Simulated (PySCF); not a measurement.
**Why did this PySCF run fail?**

```python
from pyscf import gto, scf, mp

mol = gto.M(
    atom='Tl 0 0 0; Cd 0 0 2.83',
    basis='sbkjc',
    ecp={'Tl': 'sbkjc', 'Cd': 'sbkjc'},
    charge=0,
    spin=1,
    verbose=3,
)
mf = scf.UHF(mol)
mf.max_cycle = 5
mf.kernel()
mp.MP2(mf, frozen=4).kernel()
mf.dip_moment()
print('orbital energies (hartree):', [e[max(0, n-3):n+3].round(4) for e, n in zip(mf.mo_energy, mol.nelec)])
```

```bash
$ OMP_NUM_THREADS=1 python input.py
```

The log, shortened:

```
SCF not converged.
SCF energy = -337.480971584044 after 5 cycles  <S^2> = 0.78720494  2S+1 = 2.0368652
E(UMP2) = -337.780357931616  E_corr = -0.299386347572686
E(SCS-UMP2) = -337.763525722536  E_corr = -0.28255413849181
Dipole moment(X, Y, Z, Debye):  0.00000, -0.00000, -9.79663
orbital energies (hartree): [array([-0.5579, -0.3596, -0.1893, -0.1492, -0.0984, -0.0589]), array([-0.7886, -0.5721, -0.3204, -0.1082, -0.1049, -0.1002])]
```

Problem. Which setting is at fault, why, and what does a mended input give?

Solution. The cycle limit (5): the limit is below the number of cycles that the SCF needs. With this edit
```diff
- mf.max_cycle = 5
```
the run finishes: E(SCF) = -337.719068 Eh, E(MP2) − E(SCF) = -0.30167 Eh, ⟨S²⟩ = 0.863, μz(SCF) = 0.64 D.

The bond length is a typed value, not an optimised one. No search for the lowest solution was made.
